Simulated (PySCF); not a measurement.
ZrF₃, SMILES [F][Zr+]([F])[F], charge +1, multiplicity 1. Geometry optimised at B3LYP-D3(BJ)/def2-TZVP. The multiplicity is an assumed one; other spin states were not compared. The isomer is the one that the SMILES or the coordinates give; other isomers of the formula were not compared. The def2 effective core potentials stand for the cores of Zr; spin–orbit coupling is left out.

Computed equilibrium geometry at B3LYP-D3(BJ)/def2-TZVP (PySCF confirms it by a frequency run) as bond lengths and angles, and its point group:
point group C3v.
Atoms: Zr1 F2 F3 F4. Bond lengths (Å): Zr1–F2 1.848, Zr1–F3 1.848, Zr1–F4 1.848. Angles (°): F2–Zr1–F3 110.0, F2–Zr1–F4 110.0, F3–Zr1–F4 110.0.
Charge +1, spin multiplicity 1.
